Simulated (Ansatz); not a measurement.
`F[SiH]1[CH2][AlH]1` + H₂O → `O[SiH]1[CH2][AlH]1` + H–F  (formal hydrolysis of the Si–F bond)

Calculated with Ansatz (gas phase, PBE0-D4/def2-TZVP geometries, no zero-point term in ΔE). CCSD(T)/CBS adds triple-zeta CCSD(T) − MP2 to the extrapolated MP2 energy (def2 sets, frozen cores). This one scheme is used for every species. Functionals use def2-TZVPP. Each species was taken in one conformer, which may not be the lowest.

Question: Is it downhill or uphill in electronic energy at CCSD(T)/CBS, and by how much? (Estimate.)

Answer: Ansatz gave: Uphill: ΔE = +10.9 kcal/mol.

Question: What do these levels give: revPBE-D4, CAM-B3LYP-D4, ωB97M-V, B2PLYP, PBE-QIDH, revPBE, PBE0, LC-ωPBE, MP2/def2-TZVPP, CCSD(T)/def2-TZVPP, HF/def2-QZVPP, MP2/CBS(def2)? (An estimate is asked.)

Answer: Ansatz gave: revPBE-D4 10.0, CAM-B3LYP-D4 11.5, ωB97M-V 11.3, B2PLYP 11.3, PBE-QIDH 10.3, revPBE 11.2, PBE0 10.7, LC-ωPBE 11.2, MP2/def2-TZVPP 10.0, CCSD(T)/def2-TZVPP 10.4, HF/def2-QZVPP 12.5, MP2/CBS(def2) 10.5 kcal/mol.

Question: What do rigid-rotor, harmonic-oscillator terms from PBE0-D4/def2-TZVP frequencies (298.15 K, 1 bar) make of the CCSD(T)/CBS value? (An estimate is asked.)

Answer: Ansatz gave: ΔZPE = -0.8 kcal/mol, ΔH = +10.4 kcal/mol, ΔS = 11 J/(mol·K), ΔG = +9.6 kcal/mol. Modes under 50 cm⁻¹ make the entropy rough.

Largest T1 diagnostic among the species: 0.013.

In def2-TZVPP, CCSD(T) changes the Hartree–Fock value by −1.7 kcal/mol (the triples alone add −0.3 kcal/mol) and MP2 by −2.2 kcal/mol. Leaving LDA and LC-ωPBE aside and taking each functional with its dispersion term where it has one, the values, not all of them listed here, spread over 1.7 kcal/mol, from revPBE-D4 to B97M-V. LDA lies −1.1 kcal/mol from PBE without D4.
